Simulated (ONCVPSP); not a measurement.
# Transferability test, ONCV potential for neon (Ne)

neon (Ne), optimised norm-conserving Vanderbilt (ONCV), made with ONCVPSP 4.0.1 (PBE, scalar-relativistic). Core [He], reference 2s2 2p6. Waves: 2s: rc 0.50 bohr, ncon 4, nbas 9, qcut 15.7 1/bohr, 2 projectors, debl 3.4 Ha; 2p: rc 0.85 bohr, ncon 3, nbas 6, qcut 18.7 1/bohr, 2 projectors, debl 1.4 Ha. Local part: polynomial inside 0.45 bohr (lpopt 3, dvloc0 1 Ha). Core correction: Teter function fitted to the true core (icmod 2), fcfact 0.45.

Energies are relative to the spin-unpolarised reference configuration 2s2 2p6; without spin polarisation the order of configurations can differ from experiment.

| valence configuration | charge | ΔE all-electron (eV) | error AE − PS (meV) |
| --- | --- | --- | --- |
| 2s2 2p4 | +2 | 65.743 | +12 |
| 2s2 2p2 | +4 | 227.802 | +241 |

Problem. What are ΔE and the potential's error for 2s2 2p5?

Solution. ΔE = 22.475 eV all-electron; the error (AE − PS) is -0.7 meV.

Problem. What are ΔE and the potential's error for 2s2 2p3?

Solution. ΔE = 133.173 eV all-electron; the error (AE − PS) is +71 meV.

Note: ghosts flagged at negative energy: s at -577.0 eV; no localised positive-energy state flagged. A true bound ghost makes a file unfit for plane-wave use.
